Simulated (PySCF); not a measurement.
# Oscillator strengths, rates and cross-sections

Species: CH7PSSi.
SMILES: `CS[SiH2]P`

Computed with PySCF, TDDFT CAM-B3LYP/def2-SVPD, vertical, gas phase, core orbitals frozen in the response. Isolated species at its PBE0-D3(BJ)/def2-SVP geometry (one conformer only). Torsions of this conformer, `[CH3:1][S:2][SiH2:3][PH2:4]`: C1–S2–Si3–P4 179°, H–P4–Si3–S2 -168°, H–P4–Si3–S2 -75°.

A / s⁻¹ = 0.6670 f (ν̃ / cm⁻¹)² and τ = 1/A in vacuum; |μ| follows from f = (2/3) ΔE |μ|² (atomic units, 1 au = 2.5417 D); ∫σ dE = 109.76 f Mb·eV.

These lifetimes count emission to the ground state at the vertical energy alone; relaxation of the geometry and all other decay channels are left out.

Energies and rates of the computed singlets with f of 0.002 or more:

```
state  λ (nm)   A (s⁻¹)
   S1   224.5  4.02×10⁶
   S2   202.5  1.66×10⁷
   S3   189.8  6.83×10⁶
   S4   188.6  1.56×10⁷
   S5   186.2  4.52×10⁷
   S6   185.0  1.37×10⁷
   S7   176.0  5.35×10⁸
   S8   172.0  4.26×10⁷
   S9   170.9  4.56×10⁷
  S10   169.6  2.80×10⁷
```

Question: Go back from the rates to the oscillator strengths and transition dipoles.

Answer: f = A / (0.6670 ν̃²), and |μ| follows from f:

```json
{"state": "S1", "f": "0.0030", "|μ| (D)": "0.38", "τ": "250 ns", "main configurations (H = HOMO, L = LUMO)": "H→L (85%)"}
{"state": "S2", "f": "0.010", "|μ| (D)": "0.66", "τ": "60 ns", "main configurations (H = HOMO, L = LUMO)": "H→L+2 (45%), H→L+1 (40%)"}
{"state": "S3", "f": "0.0037", "|μ| (D)": "0.39", "τ": "150 ns", "main configurations (H = HOMO, L = LUMO)": "H→L+1 (49%), H→L+2 (30%), H-1→L+2 (9%)"}
{"state": "S4", "f": "0.0083", "|μ| (D)": "0.58", "τ": "64 ns", "main configurations (H = HOMO, L = LUMO)": "H-1→L+2 (57%)"}
{"state": "S5", "f": "0.024", "|μ| (D)": "0.96", "τ": "22 ns", "main configurations (H = HOMO, L = LUMO)": "H-1→L (61%), H-1→L+1 (16%)"}
{"state": "S6", "f": "0.0070", "|μ| (D)": "0.53", "τ": "73 ns", "main configurations (H = HOMO, L = LUMO)": "H→L+3 (56%), H→L+2 (14%), H→L+5 (11%)"}
{"state": "S7", "f": "0.249", "|μ| (D)": "3.05", "τ": "1.9 ns", "main configurations (H = HOMO, L = LUMO)": "H-1→L+1 (55%), H-1→L (10%), H-1→L+3 (8%)"}
{"state": "S8", "f": "0.019", "|μ| (D)": "0.83", "τ": "23 ns", "main configurations (H = HOMO, L = LUMO)": "H-1→L+3 (66%), H-1→L+4 (9%)"}
{"state": "S9", "f": "0.020", "|μ| (D)": "0.85", "τ": "22 ns", "main configurations (H = HOMO, L = LUMO)": "H→L+5 (60%), H-2→L (13%)"}
{"state": "S10", "f": "0.012", "|μ| (D)": "0.66", "τ": "36 ns", "main configurations (H = HOMO, L = LUMO)": "H→L+4 (54%), H→L+5 (10%), H→L+7 (10%)"}
```

Question: What is the integrated cross-section of all computed states together?

Answer: Σf = 0.355 over S1 to S10, so 109.76 × Σf ≈ 39 Mb·eV.

Question: By what factor does the largest A in the list exceed the smallest?

Answer: S7 has 130 times the rate of S1.

Question: Suppose S1 emitted 0.3 eV lower with the same transition dipole. How would A change?

Answer: At fixed |μ|, A goes as the cube of the energy: (5.22/5.52)³ = 0.85, which makes τ about 290 ns.

The vertical ionisation energy (ΔSCF) is 9.08 eV, 1.77 eV above S10.
